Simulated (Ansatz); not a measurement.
`[CH3][SnH2][CH2]F` + H₂ → `F[CH2][SnH3]` + CH₄ at 700 K and 1 bar (hydrogenolysis of the Sn–C bond).

Computed with Ansatz on PBE0-D4/def2-TZVP structures; ΔE is electronic, products minus reactants. CCSD(T)/CBS adds triple-zeta CCSD(T) − MP2 to the extrapolated MP2 energy (def2 sets, frozen cores). This one scheme is used for every species. def2 core potentials past Kr. For Sn outer-core shells are correlated without core-valence functions, which leaves a few kJ/mol of doubt a bond. Each species was taken in one conformer, which may not be the lowest.

| species | CCSD(T)/CBS energy (Eh) | H − E (kJ/mol) | S (J/(mol·K)) |
| --- | --- | --- | --- |
| `[CH3][SnH2][CH2]F` | -394.10357 | 286.6 | 483.0 |
| H₂ | -1.17544 | 46.8 | 155.3 |
| `F[CH2][SnH3]` | -354.83026 | 189.8 | 407.7 |
| CH₄ | -40.46206 | 145.9 | 224.0 |

H − E and S are ideal-gas, rigid-rotor, harmonic terms from PBE0-D4/def2-TZVP, for one conformer and one mirror image of each species. The MP2-based limit puts H₂ 0.8 mEh under its directly extrapolated value; such offsets cancel only in part. 1 Eh = 2625.50 kJ/mol, R = 8.31446 J/(mol·K).

Task: By hand: ΔE, ΔH, ΔS and ΔG.

Result: ΔE = (-354.83026) + (-40.46206) − (-394.10357) − (-1.17544) = -0.01331 Eh = -34.9 kJ/mol. Δ(H − E) = 189.8 + 145.9 − 286.6 − 46.8 = 2.3, so ΔH = -32.6 kJ/mol. ΔS = 407.7 + 224.0 − 483.0 − 155.3 = -6.6 J/(mol·K). ΔG = -32.6 − 700 × (-6.6)/1000 = -28.0 kJ/mol.

Task: By hand: the equilibrium constant, and the temperature at which ΔG would vanish if ΔH and ΔS stayed fixed.

Result: log₁₀ K = −ΔG/(RT ln 10) = 2.1. ΔG = 0 at ΔH/ΔS = 4939 K, far beyond where these terms or the molecules hold.

The number of gas molecules stays the same, so ΔS is small and ΔH decides. A doubt of 5 kJ/mol in ΔE shifts log₁₀ K by 0.4 here. Other conformers and mirror images would add mixing entropy, several J/(mol·K) or more a flexible species. Modes under 60 cm⁻¹, often nearly free rotors, make the harmonic entropy too high. These are equilibria of isolated gas molecules and say nothing of rates. Largest T1 diagnostic: 0.013 (customary marks: 0.02 for closed shells, 0.045 for open ones).
